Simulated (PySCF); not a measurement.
Molfile (atoms numbered from 1):
```
C8H19N
     RDKit          3D

 28 27  0  0  0  0  0  0  0  0999 V2000
    1.1641   -2.1669    0.8719 C   0  0  0  0  0  0  0  0  0  0  0  0
    0.4910   -1.4714   -0.3021 C   0  0  0  0  0  0  0  0  0  0  0  0
    0.1742   -0.0717   -0.0542 N   0  0  0  0  0  0  0  0  0  0  0  0
    0.9474    0.8250   -0.8898 C   0  0  0  0  0  0  0  0  0  0  0  0
    2.4217    0.8498   -0.5194 C   0  0  0  0  0  0  0  0  0  0  0  0
   -1.2541    0.2524    0.1189 C   0  0  0  0  0  0  0  0  0  0  0  0
   -1.4010    1.6841    0.6484 C   0  0  0  0  0  0  0  0  0  0  0  0
   -1.8531   -0.6706    1.1851 C   0  0  0  0  0  0  0  0  0  0  0  0
   -2.0485    0.1123   -1.1893 C   0  0  0  0  0  0  0  0  0  0  0  0
    0.5119   -2.1726    1.7572 H   0  0  0  0  0  0  0  0  0  0  0  0
    1.4132   -3.2116    0.6240 H   0  0  0  0  0  0  0  0  0  0  0  0
    2.0927   -1.6474    1.1511 H   0  0  0  0  0  0  0  0  0  0  0  0
    1.1509   -1.5407   -1.1858 H   0  0  0  0  0  0  0  0  0  0  0  0
   -0.4139   -2.0341   -0.5927 H   0  0  0  0  0  0  0  0  0  0  0  0
    0.5530    1.8433   -0.7786 H   0  0  0  0  0  0  0  0  0  0  0  0
    0.8496    0.5765   -1.9718 H   0  0  0  0  0  0  0  0  0  0  0  0
    2.9685    1.5683   -1.1495 H   0  0  0  0  0  0  0  0  0  0  0  0
    2.8977   -0.1336   -0.6554 H   0  0  0  0  0  0  0  0  0  0  0  0
    2.5457    1.1394    0.5352 H   0  0  0  0  0  0  0  0  0  0  0  0
   -2.4364    1.8546    0.9789 H   0  0  0  0  0  0  0  0  0  0  0  0
   -0.7307    1.8393    1.5071 H   0  0  0  0  0  0  0  0  0  0  0  0
   -1.1791    2.4481   -0.1104 H   0  0  0  0  0  0  0  0  0  0  0  0
   -1.3151   -0.5531    2.1376 H   0  0  0  0  0  0  0  0  0  0  0  0
   -2.9105   -0.4152    1.3495 H   0  0  0  0  0  0  0  0  0  0  0  0
   -1.8148   -1.7307    0.8972 H   0  0  0  0  0  0  0  0  0  0  0  0
   -1.6496    0.7826   -1.9664 H   0  0  0  0  0  0  0  0  0  0  0  0
   -3.1089    0.3680   -1.0393 H   0  0  0  0  0  0  0  0  0  0  0  0
   -2.0078   -0.9177   -1.5770 H   0  0  0  0  0  0  0  0  0  0  0  0
  1  2  1  0
  2  3  1  0
  3  4  1  0
  4  5  1  0
  3  6  1  0
  6  7  1  0
  6  8  1  0
  6  9  1  0
  1 10  1  0
  1 11  1  0
  1 12  1  0
  2 13  1  0
  2 14  1  0
  4 15  1  0
  4 16  1  0
  5 17  1  0
  5 18  1  0
  5 19  1  0
  7 20  1  0
  7 21  1  0
  7 22  1  0
  8 23  1  0
  8 24  1  0
  8 25  1  0
  9 26  1  0
  9 27  1  0
  9 28  1  0
M  END
```

Geometry: PBE0-D3(BJ)/def2-SVP; GIAO shifts from PySCF, gas phase, non-relativistic, averaged over equivalent atoms.

At PBE/pcSseg-1 (248 basis functions, 65 s wall time on 1 thread of an x86-64 server CPU, shared host):
```
                              atoms  δ (ppm)
                                 C6     56.8
                              C2/C4     47.7
                           C7/C8/C9     28.5
                              C1/C5     21.6
                                 N3     88.5
                    H13/H14/H15/H16     2.49
H20/H21/H22/H23/H24/H25/H26/H27/H28     1.08
            H10/H11/H12/H17/H18/H19     1.03
```

References, each an isolated molecule treated in the same way: ¹³C (σ = 180.03 ppm) and ¹H (σ = 31.20 ppm) vs TMS; ¹⁵N (σ = 265.06 ppm) against NH3.

**Question.** What do these become at PBE0/pcSseg-1?

**Answer.** 
```json
{"atoms": "C6", "δ at PBE0/pcSseg-1": "53.8", "change": "-3.0"}
{"atoms": "C2/C4", "δ at PBE0/pcSseg-1": "45.6", "change": "-2.1"}
{"atoms": "C7/C8/C9", "δ at PBE0/pcSseg-1": "28.1", "change": "-0.4"}
{"atoms": "C1/C5", "δ at PBE0/pcSseg-1": "21.0", "change": "-0.6"}
{"atoms": "N3", "δ at PBE0/pcSseg-1": "76.1", "change": "-12.4"}
{"atoms": "H13/H14/H15/H16", "δ at PBE0/pcSseg-1": "2.33", "change": "-0.16"}
{"atoms": "H20/H21/H22/H23/H24/H25/H26/H27/H28", "δ at PBE0/pcSseg-1": "1.03", "change": "-0.05"}
{"atoms": "H10/H11/H12/H17/H18/H19", "δ at PBE0/pcSseg-1": "1.02", "change": "-0.01"}
```

δ = σ(ref) − σ, references computed at the same level: ¹³C (σref 184.41) and ¹H (σref 31.27) against TMS; ¹⁵N (σref 265.67) against NH3.

The largest change is at N3 (amine nitrogen). Cost: 248 basis functions, 51 s wall time on 1 thread of an x86-64 server CPU, shared host. The order of the carbon signals is the same at both levels.

The carbons averaged at δ 28.5 differ by 16 ppm in this conformer. Experimental scales use liquid or dissolved standards, which lie at an offset from isolated NH3 (liquid NH3: subtract about 20 ppm).
